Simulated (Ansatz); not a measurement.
Br2H4In2, SMILES `[Br+]1[InH2-][Br+][InH2-]1`. Charge 0, multiplicity 1. In takes the def2 core potential. Geometry: relaxed with PBE0-D4/def2-TZVP.

```xyz
8

Br    0.061    1.245   -1.456
In   -0.994    1.257    1.034
Br   -0.250   -1.322    1.365
In    1.012   -1.250   -1.025
H     0.136    2.133    1.955
H    -2.672    1.178    0.777
H     2.645   -1.003   -0.621
H     0.061   -2.238   -2.029
```

**Question.** What is the dipole moment at r2SCAN/def2-TZVPP? (Best estimate.)

**Answer.** Ansatz gave: 0.14 D, with components (0.12, 0.05, 0.06) D in this frame, pointing from negative to positive charge.

**Question.** And with PBE, B3LYP, ωB97M-V? (Estimate.)

**Answer.** The calculation gave: PBE 0.13 D, B3LYP 0.14 D, ωB97M-V 0.14 D.

**Question.** Give the Mulliken charges with r2SCAN, B3LYP, ωB97M-V in def2-TZVPP. (Best estimate.)

**Answer.** Computed: 
```json
{"atom": "Br1", "r2SCAN": "-0.39", "B3LYP": "-0.39", "ωB97M-V": "-0.34"}
{"atom": "In2", "r2SCAN": "0.58", "B3LYP": "0.60", "ωB97M-V": "0.47"}
{"atom": "Br3", "r2SCAN": "-0.39", "B3LYP": "-0.39", "ωB97M-V": "-0.34"}
{"atom": "In4", "r2SCAN": "0.58", "B3LYP": "0.60", "ωB97M-V": "0.47"}
{"atom": "H5", "r2SCAN": "-0.10", "B3LYP": "-0.11", "ωB97M-V": "-0.06"}
{"atom": "H6", "r2SCAN": "-0.10", "B3LYP": "-0.11", "ωB97M-V": "-0.06"}
{"atom": "H7", "r2SCAN": "-0.10", "B3LYP": "-0.11", "ωB97M-V": "-0.06"}
{"atom": "H8", "r2SCAN": "-0.10", "B3LYP": "-0.11", "ωB97M-V": "-0.06"}
```

B3LYP here is the variant with VWN-RPA as its local correlation; programs differ in this.
